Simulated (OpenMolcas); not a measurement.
**Nd2+: effect of the active space**

* Program: OpenMolcas
* Method: CASSCF or its RAS form
* Basis: ANO-R2
* Scalar Hamiltonian: X2C, finite nucleus
* Spin-orbit coupling: state interaction with AMFI integrals over the reference wave functions, term energies averaged over their components

A. 4 electrons in 7 orbitals (4f); 2S+1 = 5 even, 35 roots; 2S+1 = 3 even, 210 roots (159 in the spin-orbit step); 2S+1 = 1 even, 196 roots (105 in the spin-orbit step); cost of the order of 110 core-seconds
B. 4 electrons in 12 orbitals (RAS2 4f; RAS3 5d, at most 1 electron); 2S+1 = 5 even, 35 roots (30 in the spin-orbit step); 2S+1 = 3 even, 126 roots kept (CI in the orbitals of an earlier block, 99 in the spin-orbit step); 2S+1 = 1 even, 122 roots kept (CI in the orbitals of an earlier block, 31 in the spin-orbit step); 2S+1 = 5 odd, 175 roots (70 in the spin-orbit step); 2S+1 = 3 odd, 128 roots kept (CI in the orbitals of an earlier block, 65 in the spin-orbit step); 2S+1 = 1 odd, 124 roots kept (CI in the orbitals of an earlier block, 0 in the spin-orbit step); cost about 2.5 core-minutes

Energies in cm⁻¹ above 4f⁴ ⁵I₄, the measured ground level; measured values from Ding et al., The Spectrum and Energy Levels of the Low-lying Configurations of Nd III (preprint, 2023).

| Level | A | B | Measured |
| --- | --- | --- | --- |
| 4f⁴ ⁵I₄ | 0.0 | 0.0 | 0.0 |
| 4f⁴ ⁵I₅ | 1196 | 1194 | 1138 |
| 4f⁴ ⁵I₆ | 2539 | 2535 | 2388 |
| 4f⁴ ⁵I₇ | 3993 | 3983 | 3715 |
| 4f⁴ ⁵I₈ | 5528 | 5513 | 5093 |
| 4f⁴ ⁵F₁ | 14470 | 14456 |  |
| 4f⁴ ⁵F₂ | 14887 | 14971 | 10774 |
| 4f⁴ ⁵F₃ | 15574 | 15709 | 11425 |
| 4f⁴ ⁵S₂ | 16181 | 16173 |  |
| 4f⁴ ⁵F₄ | 16406 | 16518 | 12181 |
| 4f⁴ ⁵F₅ | 17474 | 17515 | 13210 |
| 4f⁴ ⁵G₂ | 21532 | 21917 |  |
| 4f⁴ ⁵G₃ [56 %] | 21589 | 21618 | 15350 |
| 4f⁴ ⁵G₄ [73 %] | 23132 | 23152 | 16831 |
| 4f⁴ ³L₇ | 24312 | 24287 |  |
| 4f⁴ ⁵G₅ | 24609 | 24652 | 18313 |
| 4f⁴ ³D₂ [65 %] | 25156 | 25407 |  |
| 4f⁴ ³L₈ | 25424 | 25361 |  |

Deviations, from unrounded energies. A percentage is the sum of absolute deviations over the sum of measured energies, with the sign that they share, or ± where signs differ.

| Against measurement | Levels | A | B |
| --- | --- | --- | --- |
| mean absolute deviation (cm-1) | 11 | 3300 | 3400 |
| fine structure of the ground term (%) | 4 | +7.5 | +7.2 |
| other terms of the ground configuration (%) | 7 | +36.3 | +36.8 |

A, B lie about equally close to measurement. The largest miss of A in the table is 4f⁴ ⁵G₄ [73 %], by +6300 cm-1. The ranking rests on the paired levels alone, and a cruder setting can come out closer through cancelling errors.

The spin-orbit steps hold different terms of 4f⁴ (B lacks among others a ¹D, a ¹G, ¹H, ¹I, ¹K), which shifts levels as well.

Between A and B the level of the table that moves most is 4f⁴ ⁵G₂, by 390 cm-1 (lowest in A, highest in B).

High states are left out of the spin-orbit mixing, which shifts the levels that they would mix with. Without dynamic correlation excited terms often stand tens of per cent too high (terms of higher spin than the ground term too low), and those without a measured partner can miss by more than the paired ones. Terms from blocks run as CI alone lack orbitals of their own (holds for B). Measured partners are found by configuration, term and J. A level has none where our copy of the source lacks it or the pairing is in doubt (some pairs that miss far off the trend of their configuration count as doubtful), and it then counts in no deviation. Only configurations of the active space appear. The table leaves out levels that lie high or whose names do not pair safely across all columns.

A share in square brackets marks a mixed level and gives the weight of the term that names it, the lowest over the columns.
